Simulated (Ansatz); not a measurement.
A nudged elastic band was laid between two geometries of C$_{2}$H$_{5}$BSi (9 atoms, charge 0, multiplicity 1).

Method: RKS PBE0-D4/def2-SVP (Ansatz).

```
movable images  : 7
climbing image  : yes
spring          : 5.0 eV/Å²
optimiser       : quadratic models (default)
start path      : IDPP
force threshold : 0.05 eV/Å
iteration limit : 59
end points      : relaxed
```

Initial state:

```xyz
9
Properties=species:S:1:pos:R:3
Si -0.458 1.136 -0.882
C 0.128 -0.216 0.254
C 0.216 -1.570 0.361
B 0.742 -0.788 1.486
H -1.063 0.581 -2.131
H -1.476 1.958 -0.164
H 0.706 2.000 -1.240
H -0.054 -2.443 -0.239
H 1.259 -0.659 2.555
```

Final state:

```xyz
9
Properties=species:S:1:pos:R:3
Si -0.371 1.058 -1.011
C 0.153 -0.240 0.214
C -0.331 -1.076 1.173
B 1.115 -1.126 0.928
H 0.013 0.605 -2.381
H -1.846 1.297 -0.963
H 0.346 2.330 -0.697
H -1.300 -1.315 1.618
H 2.222 -1.532 1.119
```

**Question.** Which bonds break or form, and what moves?

**Answer.** No bond is made or broken. The dihedral H5–Si1–C2–C3 goes from 1 to -121°. The two ends are copies of one structure, up to a mirror image or an exchange of like atoms.

**Question.** What energy profile does the band end with?

**Answer.** The forces met the threshold. The highest image is number 4 of 0 to 8, 1.4 kJ/mol above the ends, which have the same energy within 2 meV. A vibrational analysis at the climbing image gives one clearly imaginary mode, 71i cm⁻¹: a first-order saddle point.

```
image  path coordinate (Å)  energy (kJ/mol)  dihedral H5–Si1–C2–C3 (°)
    0                 0.00              0.0                          1
    1                 0.47              0.2                        -15
    2                 0.95              0.7                        -30
    3                 1.42              1.2                        -45
    4                 1.89              1.4                        -59
    5                 2.37              1.2                        -74
    6                 2.84              0.7                        -89
    7                 3.32              0.2                       -105
    8                 3.79              0.0                       -121
```

**Question.** What is the geometry of the highest image?

**Answer.** 
```xyz
9
Properties=species:S:1:pos:R:3
Si -0.378 1.128 -0.933
C 0.174 -0.210 0.240
C -0.221 -1.419 0.729
B 1.056 -0.896 1.225
H -0.536 0.544 -2.300
H -1.697 1.662 -0.479
H 0.617 2.237 -0.979
H -1.065 -2.102 0.608
H 2.048 -0.943 1.889
```

The run took 2 min on 1 thread of Arm Neoverse V1 (shared host), peak memory 0.16 GiB.
